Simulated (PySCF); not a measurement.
## C$_{2}$HO, SMILES `C(#C)[O]` (charge 0, multiplicity 2)

Computed with PBE-D3(BJ)/def2-TZVP (PySCF).

```json
{
  "highest_occupied_spin_orbital": "-6.32 eV",
  "dipole_moment": "1.58 D",
  "total_energy": "-151.8203 Ha",
  "cost": "very roughly 40 core-seconds"
}
```

```xyz
4

C     -0.6897    -0.4159     0.1610
C      0.5645    -0.1340    -0.0421
O      1.7395    -0.0783    -0.1572
H     -1.6143     0.1314     0.0383
```
Charge 0, spin multiplicity 2.
